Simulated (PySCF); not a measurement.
Fill in the blanks.

C6H9Br.
SMILES: `Br[C@H]1[C@@H]2CC[C@H]1C2`

```tsv
property	level	value
point group	PBE0-D3(BJ)/def2-SVP	?
rotational constants A, B, C	PBE0-D3(BJ)/def2-SVP	4.937, 1.028, 1.016 GHz
dipole moment	B3LYP/def2-SVPD	?
HOMO energy	B3LYP/def2-SVPD	?
LUMO energy	B3LYP/def2-SVPD	-0.24 eV
lowest singlet excitation	TDDFT B3LYP/def2-SVPD	?
strongest line among the 6 lowest singlet transitions	TDDFT B3LYP/def2-SVPD	?
static isotropic polarisability	B3LYP/def2-SVPD	?
electronic spatial extent ⟨r²⟩ about the centre of nuclear charge	B3LYP/def2-SVPD	?
```

Electronic properties: PySCF, gas phase, density fitting. Geometry: PBE0-D3(BJ)/def2-SVP; no solvent, vibrations or thermal averaging. The calculation is non-relativistic and has no spin–orbit coupling, an omission that weighs most on bromine.

**Question.** What is the static isotropic polarisability?

**Answer.** 87.8 au.

**Question.** The electronic spatial extent ⟨r²⟩ about the centre of nuclear charge?

**Answer.** 1178 bohr².

**Question.** What is the strongest line among the 6 lowest singlet transitions?

**Answer.** S3 at 7.01 eV (177 nm, f = 0.043).

**Question.** Give the dipole moment.

**Answer.** 2.27 D.

**Question.** Give the point group.

**Answer.** Cs.

**Question.** Give the lowest singlet excitation.

**Answer.** 5.98 eV (207 nm, f = 0.001).

**Question.** The HOMO energy?

**Answer.** -7.35 eV.

The rotational constants make it an asymmetric top with κ = (2B − A − C)/(A − C) = -0.99, nearer the prolate limit (−1). With B = h/(8π²I), that is 505.379 GHz u Å² over I, the principal moments of inertia are 102.4, 491.8 and 497.6 u Å² (most abundant isotopes); the inertial defect Ic − Ia − Ib is -96.6 u Å² (zero for a rigid planar frame, negative otherwise). The polarisability is 13.01 Å³ as a volume (1 au = 0.148185 Å³), or 1.10 au for each of the 80 electrons. The dipole matches unit charges of opposite sign 0.47 Å apart (1 e·Å = 4.8032 D). The principal polarisabilities are 78.4, 78.9 and 106.1 au; their mean is the isotropic value. No computed singlet falls in the visible range (750 to 380 nm, 1.65 to 3.26 eV); S1 lies 2.72 eV above its blue end.
